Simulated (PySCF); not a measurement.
Isomers of C4H12N2Si3.

All values: PBE0/pcSseg-1 (PySCF) at GFN2-xTB geometries, gas phase, one conformer each.

Question: Rank by LUMO energy, highest first.
A. `[N:1]#[C:2][CH2:3][CH2:4][SiH2:5][N:6]1[SiH2:7][CH2:8][SiH2:9]1` with C2–C3–C4–Si5 178°, C3–C4–Si5–N6 179°, C4–Si5–N6–Si7 -8°
B. `[SiH3]N([SiH3])c1ccn([SiH3])c1`
C. `[N:1]#[C:2][CH2:3][CH2:4][Si@H:5]1[CH2:6][SiH2:7][N:8]1[SiH3:9]` with C2–C3–C4–Si5 -62°, C3–C4–Si5–C6 -152°

Answer: B (0.25 eV), C (-0.56 eV), A (-0.69 eV).

Question: Rank by the highest IAO charge on any atom, lowest value first.
A. `[N:1]#[C:2][CH2:3][CH2:4][SiH2:5][N:6]1[SiH2:7][CH2:8][SiH2:9]1` with C2–C3–C4–Si5 178°, C3–C4–Si5–N6 179°, C4–Si5–N6–Si7 -8°
B. `[CH3:1][Si@@H:2]1[C@H:3]([CH2:4][C:5]#[N:6])[SiH2:7][N:8]1[SiH3:9]` with Si2–C3–C4–C5 66°
C. `[SiH3]N([SiH3])c1ccn([SiH3])c1`

Answer: C (+0.761 e), A (+0.895 e), B (+1.027 e).

All values together:

```csv
SMILES,μ (D),HOMO (eV),LUMO (eV),lowest IAO charge (e),highest IAO charge (e),lowest Hirshfeld charge (e),highest Hirshfeld charge (e)
C[Si@@H]1[C@H](CC#N)[SiH2]N1[SiH3],3.20,-7.50,-0.66,-1.030 (N),+1.027 (Si),-0.355 (N),+0.407 (Si)
[SiH3]N([SiH3])c1ccn([SiH3])c1,1.45,-5.70,0.25,-0.730 (N),+0.761 (Si),-0.245 (N),+0.384 (Si)
N#CCC[SiH2]N1[SiH2]C[SiH2]1,4.46,-7.54,-0.69,-1.036 (N),+0.895 (Si),-0.355 (N),+0.386 (Si)
N#CCC[Si@H]1C[SiH2]N1[SiH3],4.06,-7.42,-0.56,-1.036 (N),+1.024 (Si),-0.355 (N),+0.401 (Si)
```

Conformers: `[CH3:1][Si@@H:2]1[C@H:3]([CH2:4][C:5]#[N:6])[SiH2:7][N:8]1[SiH3:9]` with Si2–C3–C4–C5 66°; `[N:1]#[C:2][CH2:3][CH2:4][SiH2:5][N:6]1[SiH2:7][CH2:8][SiH2:9]1` with C2–C3–C4–Si5 178°, C3–C4–Si5–N6 179°, C4–Si5–N6–Si7 -8°; `[N:1]#[C:2][CH2:3][CH2:4][Si@H:5]1[CH2:6][SiH2:7][N:8]1[SiH3:9]` with C2–C3–C4–Si5 -62°, C3–C4–Si5–C6 -152°.
